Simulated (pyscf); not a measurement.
## `[SiH2]=[N][SiH3]`, singlet

Gas-phase minimum from PySCF at ωB97X-D3(BJ)/def2-SVP, one conformer. H₂Si=N–SiH₃ lies 10.1 kcal/mol over its isomer :HSi–NH–SiH₃ [singlet] (electronic energy, ωB97M-D3(BJ)/def2-TZVP). 

SMILES: [SiH2]=N[SiH3]
```xyz
8

Si    -0.1191     0.5097    -1.2111
N     -0.6726     0.2134     0.2391
Si    -0.4168    -0.5940     1.7305
H     -0.8487     1.3750    -2.1706
H      1.1493    -0.0072    -1.8005
H      0.8520    -1.3943     1.7725
H     -1.5443    -1.5347     2.0055
H     -0.3537     0.3971     2.8466
```
Charge 0, spin multiplicity 1.

Bond lengths (Å): Si1–N2 1.580, Si1–H4 1.484, Si1–H5 1.491, N2–Si3 1.715, Si3–H6 1.501, Si3–H7 1.494, Si3–H8 1.494. Angles (°): N2–Si1–H4 122.0, N2–Si1–H5 126.6, H4–Si1–H5 111.4, Si1–N2–Si3 146.5, N2–Si3–H6 113.7, N2–Si3–H7 110.1, N2–Si3–H8 110.1, H6–Si3–H7 107.3, H6–Si3–H8 107.3, H7–Si3–H8 108.2.

Properties at ωB97X-D3(BJ)/def2-SVP:

```json
{
  "harmonic_wavenumbers_unscaled": "72, 88, 233, 634, 684, 698, 741, 742, 961, 979, 995, 1035, 1380, 2199, 2236, 2245, 2254, 2295 cm⁻¹",
  "zero_point_energy": "29.3 kcal/mol",
  "rotational_symmetry_number": "1",
  "Entropy of this conformer at 298 K and 1 atm, rigid rotor and harmonic oscillator, modes under 100 cm⁻¹ raised to 100": "308.9 J/(mol K)",
  "dipole_moment": "2.91 D"
}
```

Single-point totals, which compare only within one level (frozen core for MP2 and CC):

| level | total energy (hartree) |
|---|---|
| ωB97X-D3(BJ)/def2-TZVP | -636.83605 |
| PBE/def2-TZVP | -636.39133 |
| r²SCAN/def2-TZVP | -636.68064 |
| B3LYP-D3(BJ)/def2-TZVP | -636.82885 |
| PBE0-D3(BJ)/def2-TZVP | -636.45613 |
| M06-2X/def2-TZVP | -636.69649 |
| ωB97M-D3(BJ)/def2-TZVP | -636.86621 |
| HF/def2-TZVPP | -635.25931 |
| MP2/def2-TZVPP | -635.71009 |
| CCSD/def2-TZVPP | -635.74650 |
| CCSD(T)/def2-TZVPP | -635.76688 |

Soft torsions are taken as harmonic, which can shift the entropy by several J/(mol K). The CCSD(T) − MP2 part came from Ansatz, without density fitting, on the same reference.
